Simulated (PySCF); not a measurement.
**Dipole moment and polarisability of `C=N[Si@@H](N)C[SiH2][SiH3]`**

C2H12N2Si3.
Structure used (GFN2-xTB), in Å, numbered top down from 1:
```
atom  x, y, z in Å
C1    -1.044    2.214    0.077
N2    -1.205    1.088   -0.429
Si3   -1.439   -0.477    0.273
N4    -2.971   -0.962   -0.361
C5     0.059   -1.496   -0.310
Si6    1.723   -1.076    0.508
Si7    2.515    0.987   -0.151
H8    -0.901    3.075   -0.572
H9    -1.042    2.425    1.152
H10   -1.572   -0.567    1.733
H11   -3.161   -1.946   -0.446
H12   -3.330   -0.472   -1.164
H13    0.161   -1.391   -1.391
H14   -0.168   -2.547   -0.130
H15    2.663   -2.160    0.164
H16    1.545   -1.182    1.967
H17    3.926    1.182    0.202
H18    1.800    2.111    0.467
H19    2.432    1.204   -1.598
```

Level: PBE0/def2-SVPD (PySCF), static field, nuclei fixed, core orbitals frozen in the response. The polarisability tensor in these axes (au):

```
x   131.47   6.46   1.12
y     6.46 131.74  -1.95
z     1.12  -1.95 102.64
```

Task: Diagonalise the tensor; give its mean and Δα, where Δα² is half the sum of the squared differences of the eigenvalues.

Result: Principal values 102.42, 125.34 and 138.08 au; mean 121.95 au = 18.07 Å³ = 20.11 × 10⁻⁴⁰ C²·m²/J; Δα = 31.30 au (26 % of the mean).

Task: What is the dipole moment, and where does it point?

Result: (-0.51, -0.14, -0.36) D, 0.64 D in size, pointing from the negative to the positive side. Measured along this direction, the outermost atoms are H17 at the negative end and H12 at the positive end.

Task: Rayleigh depolarisation ratio (linearly polarised light, static tensor)?

Result: ρ = 3Δα²/(45ᾱ² + 4Δα²) = 2939.2/(669203 + 3918.9) = 0.00437.

Task: Form Σ f/ω² (atomic units) for the 8 lowest TDDFT singlets, given as eV and f, and set it beside the mean polarisability, which is this sum over all singlets: 4.04, 0.0004; 5.16, 0.0037; 6.17, 0.0166; 6.29, 0.0196; 6.29, 0.0473; 6.41, 0.0066; 6.46, 0.0038; 6.66, 0.0048.

Result: They add up to 1.96 au, 1.6 % of the 121.95 au; the largest single term is 0.88 au, from the state at 6.29 eV. Terms in order: 0.02, 0.10, 0.32, 0.37, 0.88, 0.12, 0.07, 0.08 au. Higher excitations give the rest. The strengths listed sum to 0.103.

Task: Estimate the molar refractivity from the static electronic polarisability.

Result: Lorentz–Lorenz: R = (4π/3)N_A α = 2.5225 cm³/(mol·Å³) × 18.07 Å³ = 45.6 cm³/mol, in the limit of long wavelengths.

The structure is a single GFN2-xTB conformer in the gas phase; no vibrational or solvent corrections.
